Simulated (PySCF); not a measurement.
Computed with r2SCAN-D4/def2-TZVP run with PySCF 2.14.0. All species are isolated molecules in the gas phase. Excitations are Tamm–Dancoff values on a coarser integration grid. The basis has no diffuse functions, so Rydberg states are missing or too high.

Reference species (SMILES): `[CH3][Al]([SiH3])[CH3]` (neutral, multiplicity 1).

```yaml
dipole_moment: 1.39 D
S1 excitation (TDA): 4.61 eV
```

Changed species: `[SiH3][Al]([SiH3])[SiH3]` (3 of 3 CH3 replaced by SiH3; the reference has 1 of 3 CH3 replaced by SiH3).

Q: Predict the effect on the dipole moment and S1 excitation (TDA).

A: the dipole moment drops by 1.21 D, to 0.18 D; the S1 excitation (TDA) falls by 1.20 eV, to 3.41 eV.
